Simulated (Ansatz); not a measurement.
Na₅H₅. The state is a triplet with charge 0. Geometry PBE0-D4/def2-SVP, that of the neutral singlet; atoms count from 1.

| atom | x (Å) | y (Å) | z (Å) |
| --- | --- | --- | --- |
| Na1 | -2.583 | 0.352 | -1.884 |
| Na2 | 2.463 | -1.917 | 0.677 |
| Na3 | 1.702 | 1.357 | 2.366 |
| Na4 | -1.409 | 2.744 | 0.772 |
| Na5 | -0.173 | -2.535 | -1.931 |
| H6 | 0.181 | 2.645 | 2.019 |
| H7 | 2.688 | -0.365 | 1.960 |
| H8 | -1.776 | -1.414 | -2.461 |
| H9 | 1.474 | -2.866 | -0.808 |
| H10 | -2.567 | 2.000 | -0.711 |

At PBE0-D4/def2-TZVP a singlet of charge 0 lies 4.41 eV below the triplet at the same geometry. The structure comes from a short search, and lower isomers may exist.

**Question.** Estimate the Mulliken populations from the PBE0/def2-TZVP orbitals of Ansatz.

**Answer.** 
| atom | charge (e) | spin (α − β) |
| --- | --- | --- |
| Na1 | 0.25 | 0.24 |
| Na2 | 0.40 | 0.11 |
| Na3 | 0.37 | 0.11 |
| Na4 | 0.21 | 0.28 |
| Na5 | 0.36 | 0.12 |
| H6 | -0.29 | 0.30 |
| H7 | -0.36 | 0.11 |
| H8 | -0.30 | 0.29 |
| H9 | -0.36 | 0.10 |
| H10 | -0.27 | 0.35 |
Mulliken values depend strongly on the basis.

**Question.** Where does the spin sit?

**Answer.** Summed by element: Na 0.86, H 1.14, of 2 unpaired in all. Largest on single atoms: H10 0.35, H6 0.30, H8 0.29.
